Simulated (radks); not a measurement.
Q: The niobium ion Nb15+, 26 electrons, occupied as [Ar] 3d8 (the NIST ground configuration). All-electron calculation, Dirac Kohn-Sham, PBE, spin-unpolarised, spherical densities, point nucleus; open shells fill j = l - 1/2 first. Program: a radial shooting solver on a logarithmic mesh with Libxc functionals. Some entries of the table are withheld. Estimate them.

orbital  occ.  eigenvalue (Ry)  <1/r> (bohr^-1)  <r^2> (bohr^2)
1s1/2       2        -1411.257            42.40        0.001757
2s1/2       2        -222.2327            9.642         0.02928
2p1/2       2        -206.4419              (1)             (2)
2p3/2       4        -199.3796              (3)             (4)
3s1/2       2        -58.85937              (5)          0.2119
3p1/2       2        -52.92244              (6)          0.2074
3p3/2       4        -51.68647              (7)          0.2163
3d3/2       4        -41.36861            3.025          0.1922
3d5/2       4        -41.12651            2.999          0.1948

A: 
(1) 2p1/2 <1/r> (bohr^-1): 9.614
(2) 2p1/2 <r^2> (bohr^2): 0.02215
(3) 2p3/2 <1/r> (bohr^-1): 9.177
(4) 2p3/2 <r^2> (bohr^2): 0.02351
(5) 3s1/2 <1/r> (bohr^-1): 3.380
(6) 3p1/2 <1/r> (bohr^-1): 3.290
(7) 3p3/2 <1/r> (bohr^-1): 3.187
